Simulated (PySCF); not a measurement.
Calculation: PySCF with B3LYP-D3(BJ)/def2-TZVP // PBE-D3(BJ)/def2-SVP. Gas-phase values, no solvent. One relaxed conformer stands for a flexible species; it need not be the lowest. B3LYP has the VWN-RPA correlation part, as in Gaussian. 

Reference species: [Ta(F)(NH2)4] (neutral, multiplicity 1).

```
Item                                                            Result
------------------------------------------------------------  --------
LUMO                                                          -0.86 eV
charge on the central atom (Mulliken)                           1.41 e
HOMO                                                          -6.92 eV
mean distance from the central atom to its bonded neighbours   1.998 Å
```

After one change: the LUMO decreases by 1.00 eV; the charge on the central atom (Mulliken) rises by 0.21 e; the HOMO falls by 1.21 eV; the mean distance from the central atom to its bonded neighbours falls by 0.060 Å.

**Question.** Name the change that produced these shifts. The new species is one of these.
A. [Ta(F)3(NH2)2]
B. [Ta(F)5]
C. [Ta(F)2(NH2)3]
D. [Ta(NH2)5]

**Answer.** A, [Ta(F)3(NH2)2]
